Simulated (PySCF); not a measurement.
2-selenophen-2-ylthiophene (C₈H₆SSe), SMILES c1(cccs1)-c1ccc[se]1.

The structure is a stationary point at PBE0-D3(BJ)/def2-SVP. Other conformers were not sampled.

The numbers are results of PySCF with PBE/def2-SVP, not measurements.

Estimate the frontier levels, gap, dipole moment and polarisability. (An estimate is asked for; the answer gives what the named calculation found.)


```json
{
  "highest_occupied_level": "-4.98 eV",
  "lowest_empty_level": "-2.08 eV",
  "orbital_gap": "2.90 eV",
  "dipole_moment": "0.20 D",
  "quadrupole, principal values (traceless, Buckingham form, about the centre of nuclear charge)": "-13.69, 2.20, 11.49 D·Å",
  "mean_static_polarisability": "127.0 bohr³ (18.82 Å³)",
  "polarisability_principal_values": "54.5, 127.1, 199.4 bohr³"
}
```
